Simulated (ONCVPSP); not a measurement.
**PBE ONCV dataset for carbon, fully relativistic all-electron reference.**

```
Element                 : C
Generator               : ONCVPSP 4.0.1
Type                    : optimised norm-conserving Vanderbilt (ONCV)
Functional              : PBE
Relativity              : fully relativistic
Frozen core             : [He]
Valence charge          : 4
Reference configuration : 2s2 (charge +2)
Partial waves           : 2s: rc 1.05 bohr, ncon 4, nbas 8, qcut 5.9 1/bohr, 2 projectors, debl 3.5 Ha; p scattering state at 0.38 Ha: rc 1.00 bohr, ncon 4, nbas 8, qcut 9.3 1/bohr, 1 projector; d scattering state at 0.42 Ha: rc 1.10 bohr, ncon 4, nbas 8, qcut 7.7 1/bohr, 2 projectors, debl 1.9 Ha
Local potential         : polynomial inside 0.90 bohr (lpopt 5, dvloc0 0 Ha)
Core correction         : Teter function, fcfact 5.75, rcfact 1.55
```

Open shells are filled in proportion to 2j + 1.

In the p channel the program set the typed energies aside and used 0.050 Ha (j = l + 1/2; the other j can differ).

All-electron outer shells of the reference configuration (PBE, scalar-relativistic, ld1.x):

| shell | level (eV) | outermost node (bohr) | outermost maximum (bohr) |
| --- | --- | --- | --- |
| 1s | -308.54 | – | 0.17 |
| 2s | -40.38 | 0.37 | 1.13 |

(1) Estimate the cutoffs (Ha) at which the residual kinetic energy of the hardest occupied pseudo-wave falls to 1 and 0.1 mHa per electron.

(2) Does the potential have ghost states?

(3) Tests: 2s2 2p2; 2s2 2p1; 2s1; 2s1 2p2. Which has the largest error in its energy relative to the reference configuration, and how large is it?

## Answers

(1) 26 Ha and 129 Ha.

(2) No bound ghost flagged; no localised positive-energy state flagged.

(3) 2s1, with +41 meV (all-electron minus pseudo) on +48.19 eV.
